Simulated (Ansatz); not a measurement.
Relaxation of CH8OSn (11 atoms, charge 0, multiplicity 1), to a largest force component of 0.03 eV/Å in at most 50 steps.

Theory: RKS B3LYP/def2-SVP (Ansatz 0.2.0).

```xyz
11
Properties=species:S:1:pos:R:3:forces:R:3
Sn -1.635 1.145 -1.274 -0.12 0.44 0.06
H -1.166 -0.500 -1.293 -0.05 -0.13 -0.12
H -2.852 1.428 -2.472 0.09 -0.11 0.06
H -2.295 1.543 0.262 -0.01 -0.08 -0.02
H -0.315 2.198 -1.578 0.00 -0.11 -0.05
H 0.367 -0.840 -0.181 0.14 0.02 0.07
O 0.938 -0.263 0.347 -0.06 -0.06 -0.01
C 1.592 -1.028 1.333 -0.01 -0.08 -0.07
H 2.283 -1.779 0.900 0.00 0.04 0.03
H 0.893 -1.565 2.006 -0.01 0.05 0.01
H 2.190 -0.340 1.948 0.01 0.01 0.02
```

Question: Where does it end, and by what steps?

Answer: The forces met the threshold. The force dipped under the threshold on the way, but the program's further checks kept it going. After 19 steps the energy has fallen by 0.074 eV; H4 moved furthest, 0.94 Å.

| step | energy less start (eV) | largest force component (eV/Å) | accepted |
| --- | --- | --- | --- |
| 0 | 0.0000 | 0.444 | yes |
| 1 | -0.0076 | 0.307 | yes |
| 2 | -0.0157 | 0.580 | yes |
| 3 | -0.0120 | 1.239 | no |
| 4 | -0.0333 | 0.329 | yes |
| 5 | -0.0431 | 0.100 | yes |
| 6 | -0.0500 | 0.214 | yes |
| 7 | -0.0547 | 0.214 | yes |
| 8 | -0.0423 | 0.561 | no |
| 9 | -0.0604 | 0.132 | yes |
| 10 | -0.0610 | 0.096 | yes |
| 11 | -0.0693 | 0.017 | yes |
| 12 | -0.0705 | 0.156 | yes |
| 13 | -0.0721 | 0.070 | yes |
| 14 | -0.0730 | 0.032 | yes |
| 15 | -0.0737 | 0.016 | yes |
| 16 | -0.0736 | 0.052 | no |
| 17 | -0.0741 | 0.015 | yes |
| 18 | -0.0736 | 0.068 | no |
| 19 | -0.0743 | 0.018 | yes |

```xyz
11
Properties=species:S:1:pos:R:3
Sn -1.473 1.060 -1.138
H -1.450 -0.501 -1.857
H -2.867 1.880 -1.748
H -1.651 0.936 0.565
H -0.085 1.970 -1.559
H 0.815 -1.510 -0.451
O 1.010 -0.639 -0.082
C 1.351 -0.786 1.280
H 2.263 -1.397 1.426
H 0.535 -1.230 1.884
H 1.553 0.219 1.681
```

Whether the end is a true minimum wasn't checked by a vibrational analysis.

Time of the run: 56 s on 2 threads of Intel(R) Xeon(R) Platinum 8175M CPU @ 2.50GHz (Skylake/Cascade Lake) (shared host), peak memory 0.21 GiB.
